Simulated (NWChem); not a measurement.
**Correlation energy of ammonia borane (H6BN)**

```xyz
8

B      0.9250    -0.0703     0.0000
N     -0.7241     0.0551     0.0000
H      1.3318     1.0825     0.0000
H      1.1975    -0.6830    -1.0223
H      1.1975    -0.6830     1.0223
H     -1.0582     0.5584     0.8253
H     -1.1666    -0.8671     0.0000
H     -1.0582     0.5584    -0.8253
```
Charge 0, spin multiplicity 1.

All runs are NWChem calculations. All single points use one geometry, from B3LYP/def2-SVP, a minimum by its harmonic frequencies.

Basis set: cc-pVDZ. Each correlation energy counts from its own Hartree-Fock reference.

The correlated methods keep 2 core orbitals frozen. No row is a measurement; the coupled-cluster row has its own basis-set and correlation limits.

Question: For the correlation energy, MP2 gives -298.7 mHa and CR-CCSD(T) gives -341.4 mHa. What do CCSD(T), CCSD give?

Answer: CCSD(T): -342.7 mHa; CCSD: -335.3 mHa.
